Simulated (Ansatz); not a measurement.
Ansatz (an electronic-structure program) input (BLYP/def2-TZVPD):

Ansatz 0.2 input:
```yaml
crystal:
  periodic: [false, false, false]
  atoms:
    - {symbol: F, position_ang: [-1.06983530, -0.20220814, 0.03222829]}
    - {symbol: C, position_ang: [-0.02402531, 0.42395307, -0.00257683]}
    - {symbol: F, position_ang: [1.08585217, -0.08042724, -0.03051041]}
basis:
  gaussian:
    orbitals: def2-TZVPD
hamiltonian:
  xc: {name: BLYP}
total_charge: 1
magnetization: {spin_polarized: true, initial_magnetization: 1}
output: {forces: true}
```

End of the output:

```
integrals: 0.02 GiB planned
568 factors; their error is unknown
mean field: 0.32 GiB planned
mean field evaluation 1: about -6450.9350 eV, gradient 6.0e1 eV
mean field evaluation 2: about -6413.7024 eV, gradient 1.3e2 eV
mean field evaluation 4: about -6459.4823 eV, gradient 2.8e0 eV
mean field evaluation 8: about -6459.5071 eV, gradient 1.2e-2 eV
mean field evaluation 16: about -6459.5071 eV, gradient 1.8e-5 eV
mean field -6459.50710121 eV, -237.3825075584 hartree, gradient 1.8e-5 eV, S^2 0.752192; 0 other end points of the search recorded, 0 dependent functions left out
the calculation of the forces begins
reference -6459.50732698 eV, -237.3825158550 hartree; 12, 11 occupied and 105, 106 virtual orbitals, 568 factors
Total energy: -6459.50732698 eV, -237.3825158550 hartree
Atom 0 at    -1.069835    -0.202208     0.032228 Å, force    -1.005519    -0.548168     0.033049 eV/Å
Atom 1 at    -0.024025     0.423953    -0.002577 Å, force    -0.055513     0.979591    -0.005954 eV/Å
Atom 2 at     1.085852    -0.080427    -0.030510 Å, force     1.061032    -0.431423    -0.027095 eV/Å
Dipole moment:    -0.010457     0.184526    -0.001122 e Å
```
